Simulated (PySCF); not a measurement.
ReO₂F₃, SMILES [Re](=[O])([F])([F])([F])=[O], multiplicity 1.

Geometry: B3LYP-D3(BJ)/def2-SVP. The multiplicity is an assumed one; other spin states were not compared. The def2 effective core potentials stand for the cores of Re; spin–orbit coupling is left out.

These are PBE0/def2-TZVP (PySCF) values and carry that method's errors.

Symmetry labels are those of the subgroup C2v that the program uses (full group C2v).

Computed valence orbital energies around the gap with their symmetry:
| orbital | symmetry | energy (eV) |
|---|---|---|
| HOMO−7 | B2 | -13.12 |
| HOMO−6 | A1 | -13.02 |
| HOMO−5 | B2 | -12.67 |
| HOMO−4 | B1 | -12.39 |
| HOMO−3 | A1 | -12.00 |
| HOMO−2 | A2 | -11.72 |
| HOMO−1 | B1 | -11.63 |
| HOMO | B2 | -11.24 |
| LUMO | B1 | -4.85 |
| LUMO+1 | A2 | -4.52 |
| LUMO+2 | A1 | -2.64 |
| LUMO+3 | B2 | -1.72 |
